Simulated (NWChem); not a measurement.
System: VNHClF$_{2}$; SMILES [NH]=[V]([F])([F])[Cl]

All runs: NWChem. Pople sets run with spherical d functions. Geometry: optimised at PBE0/def2-SVP. Level r2SCAN/6-31G*: energy and gradient on several grids; changes count from the extra-fine grid, which is no exact limit either.

| grid | size of the energy change (μHa) | largest change of a gradient component (μHa/bohr) |
|---|---|---|
| xcoarse | 1000 | 8000 |
| coarse | 100 | 200 |
| medium | 200 | 300 |
| fine | 40 | 50 |
| xfine | < 10 | < 30 |
